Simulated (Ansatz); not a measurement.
Cartesian coordinates (Å):
```xyz
3

B     -0.2272     0.4260     0.0000
Cl     1.3978    -0.1280     0.0000
H     -1.1706    -0.2980     0.0000
```
Charge 0, spin multiplicity 2.

All values below come from frozen-core CCSD(T)/cc-pVTZ // B3LYP-D3(BJ)/def2-TZVP (Ansatz, an electronic-structure program).

The HF energy is -484.75790 Ha. The MP2 correlation energy is -0.26366 Ha.

Estimate the CCSD correlation energy, the (T) correction, the total energy and the T1 diagnostic.


```
Item                             Value
-----------------------  -------------
CCSD correlation energy    -0.29048 Ha
(T) correction             -0.01194 Ha
CCSD(T) total energy     -485.06032 Ha
T1 diagnostic                    0.016
```
